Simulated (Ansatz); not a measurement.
Ideal-gas functions of `Cl[CH2][ZnH]` at 600 K and 1 bar, from an Ansatz frequency run at PBE0-D4/def2-TZVP.

Molar mass 115.88 g/mol, point group Cs (symmetry number 1), electronic degeneracy 1, moments of inertia 21.377, 217.279, 235.513 u Å². Harmonic wavenumbers (cm⁻¹, unscaled): 114, 421, 459, 563, 652, 709, 1107, 1140, 1427, 1924, 3093, 3156.

Use S(trans) = R[1.5 ln M + 2.5 ln T − 1.1517]; rotational temperatures θ = 24.2544 K / I; S(rot) = R[ln(√π/σ · √(T³/θAθBθC)) + 1.5]; for each mode x = 1.438777 ν̃/T, S = R[x/(eˣ − 1) − ln(1 − e⁻ˣ)] and H = RT x/(eˣ − 1); 1 cm⁻¹ = 0.0119627 kJ/mol; R = 8.31446 J/(mol·K).

Q: By hand: the entropy, in J/(mol·K).

A: Translation 182.7. Rotation: θ = 1.1346, 0.1116, 0.103 K, giving 115.1. Vibration, mode by mode: 19.12, 8.58, 7.92, 6.42, 5.40, 4.84, 2.28, 2.14, 1.24, 0.47, 0.04, 0.04, in all 58.5. Electronic 0.0. Sum 356.3 J/(mol·K).

Q: By hand: H − E and G − E in kJ/mol, counted from the electronic energy.

A: Zero-point energy ½ × 14765 × 0.0119627 = 88.3; thermal vibration 19.1; translation, rotation and pV give 4 RT = 20.0. H − E = 127.4 kJ/mol, and G − E = 127.4 − 600 × 356.3/1000 = -86.4 kJ/mol.

Vibration gives 16 % of the entropy, 19.1 J/(mol·K) of it from the mode under 150 cm⁻¹: soft modes count most, and the harmonic formula is weakest for them.
